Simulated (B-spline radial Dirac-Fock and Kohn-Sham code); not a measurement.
**Mn³⁺ 3d3/2: cross section and angular parameters**

System: manganese as Mn³⁺, configuration [Ar] 3d4; threshold 48.63 eV (orbital energy of the model). The computed values come from a radial B-spline solver: Dirac-Hartree-Slater photoionisation with a Latter tail; cross sections with all multipoles, angular parameters from the dipole term and its interference with E2.

For linearly polarised light dσ/dΩ = σ/(4π) [1 + β P₂(cos θ) + (δ + γ cos²θ) sin θ cos φ], with θ from the polarisation vector and φ the angle between the beam and the projection of the electron momentum on the plane normal to the polarisation.

```tsv
hν (eV)	σ (kb)	β	γ	δ
57.3	2530	0.317	-0.006	0.008
80	1880	0.630	0.002	0.013
96.1	1460	0.782	0.009	0.014
131	?	?	?	?
150	607	1.066	0.037	0.020
151	597	1.069	0.038	0.020
174	427	1.132	0.054	0.022
192	335	1.168	0.067	0.024
203	292	1.185	0.075	0.025
229	214	1.216	0.094	0.027
280	124	1.246	0.131	0.030
288	115	1.249	0.136	0.031
430	35.2	1.237	0.228	0.040
582	13.7	1.178	0.309	0.050
662	9.00	1.143	0.346	0.055
800	4.77	1.084	0.404	0.064
1000	2.21	1.003	0.470	0.078
1350	0.756	0.885	0.553	0.103
1930	0.199	0.748	0.646	0.144
2000	0.174	0.735	0.655	0.149
2790	0.0477	0.618	0.744	0.199
3240	0.0262	0.567	0.785	0.227
5414.7	0.00306	0.405	0.873	0.348
5740	0.00238	0.390	0.876	0.363
7630	0.000702	0.331	0.894	0.448
8047.8	0.000557	0.322	0.898	0.466
12000	9.67e-05	0.250	0.939	0.620
12300	8.66e-05	0.244	0.940	0.631
13400	5.90e-05	0.225	0.941	0.671
```

Question: Give the values at 131 eV.

Answer: σ = 819 kb, β = 0.993, γ = 0.026, δ = 0.018.
